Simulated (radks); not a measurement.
Dipole-allowed excitations along the series with 3 electrons in [He] 2s1. All-electron calculation, scalar-relativistic Kohn-Sham, PBE, spin-polarised, spherical densities, finite nucleus; open shells are filled with parallel spins first; Fermi nuclear charge, rms radius of each element as measured or else 0.836 A^(1/3) + 0.57 fm. Program: a radial shooting solver on a logarithmic mesh with Libxc functionals. Time-dependent linear response with the Hartree and adiabatic LDA kernel, continuum included through the Sternheimer equations, no spin-orbit coupling, so fine structure and intercombination lines are absent. Lines are the poles of the dipole polarisability below minus the highest occupied eigenvalue, found on a grid refined at the orbital gaps; the lowest seven at most are given, and weak or close lines can be missed. The first line takes the name of the lowest orbital gap if no other gap lies below it; otherwise a line is named after a gap within 0.6 % of it, if that gap stands alone.

| species | -e(HOMO) (eV) | lowest orbital gap (eV) | first line (eV) | f | strongest line (eV) | its f | static alpha (bohr^3) | measured (eV) |
|---|---|---|---|---|---|---|---|---|
| Li | 3.228 | 2s-2p 1.881 | 2.026 (2s-2p) | 0.753 | the first | 0.753 | 137.7 | 2s-2p 1.848 |
| Be+ | 14.474 | 2s-2p 4.029 | 4.379 (2s-2p) | 0.505 | the first | 0.505 | 20.47 | 2s-2p 3.959 |
| B2+ | 32.666 | 2s-2p 6.120 | 6.634 (2s-2p) | 0.368 | the first | 0.368 | 6.570 | - |
| C3+ | 57.714 | 2s-2p 8.183 | 8.848 (2s-2p) | 0.288 | the first | 0.288 | 2.896 | - |
| N4+ | 89.601 | 2s-2p 10.235 | 11.046 (2s-2p) | 0.237 | the first | 0.237 | 1.523 | - |
| O5+ | 128.32 | 2s-2p 12.290 | 13.243 (2s-2p) | 0.201 | 80.946 (unassigned) | 0.258 | 0.8971 | - |

Measured values: term averages from the NIST Handbook of Basic Atomic Spectroscopic Data.
